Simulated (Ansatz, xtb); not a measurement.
# C2H5FGe: which of two conformers lies lower

We compare I, `C[CH2][Ge][F]`, a singlet, with II, `C[CH2][Ge][F]`, a singlet. Both are isolated molecules in the gas phase, relaxed with PBE0-D3(BJ)/def2-SVP.

I (Å):

```tsv
atom	x (Å)	y (Å)	z (Å)
C	-0.4382	2.2407	1.1798
C	-0.0327	0.7764	1.2706
F	1.1280	-1.4401	2.4630
Ge	0.9551	0.2561	2.9198
H	0.4362	2.9112	1.2126
H	-1.0982	2.5359	2.0119
H	-0.9792	2.4659	0.2469
H	0.6123	0.4706	0.4249
H	-0.9062	0.0990	1.2166
```

II (Å):

```xyz
9

C     0.7040   -1.0720   -0.1964
C     0.0381    0.0481   -0.9814
F     2.7378    0.7743   -1.2837
Ge    1.1848    1.5686   -1.5710
H     1.5818   -1.4644   -0.7296
H     0.0140   -1.9104   -0.0085
H     1.0635   -0.7178    0.7822
H    -0.8279    0.4810   -0.4458
H    -0.3910   -0.3288   -1.9342
```

Question: Estimate E(II) − E(I) at the level CCSD(T)/def2-SVP + ΔMP2/def2-TZVPP.

Answer: Too close to call at this level: CCSD(T)/def2-SVP + ΔMP2/def2-TZVPP gives E(II) − E(I) = +0.08 kcal/mol.

The same difference at several levels:

| level | geometry | E(II) − E(I) (kcal/mol) | departure from the last row (kcal/mol) | job, with rough time for the two |
| --- | --- | --- | --- | --- |
| PBE0-D3(BJ)/def2-SVP | PBE0-D3(BJ)/def2-SVP | −0.54 | −0.63 | optimisation, 1.7 min |
| HF/def2-SVP | PBE0-D3(BJ)/def2-SVP | +0.01 | −0.07 | part of the CCSD(T) run |
| MP2/def2-SVP | PBE0-D3(BJ)/def2-SVP | −0.45 | −0.54 | part of the CCSD(T) run |
| CCSD(T)/def2-SVP | PBE0-D3(BJ)/def2-SVP | −0.46 | −0.54 | single point |
| CCSD(T)/def2-SVP + ΔMP2/def2-TZVPP | PBE0-D3(BJ)/def2-SVP | +0.08 |  | single point, 53 s |

The largest departure from CCSD(T)/def2-SVP + ΔMP2/def2-TZVPP is that of PBE0-D3(BJ)/def2-SVP, 0.63 kcal/mol. Levels run at GFN2-xTB geometries aren't shown. The last row adds to CCSD(T) the change of the MP2 difference between the two basis sets, here +0.54 kcal/mol.

With harmonic frequencies from PBE0-D3(BJ)/def2-SVP (ideal gas, rigid rotor, one conformer each, 400 K, 1 atm): on the last row, ΔE + ΔZPE = +0.20 kcal/mol. A mode under 50 cm⁻¹ makes harmonic enthalpies and free energies unreliable, so none is given.

The correlated steps freeze 12 core orbitals; the filled d shell of Ge is correlated, in a basis made for valence electrons. Codes used: Ansatz 0.2.0; the last row on 2 threads of Intel(R) Xeon(R) Processor @ 2.50GHz (Skylake/Cascade Lake) on a shared host.
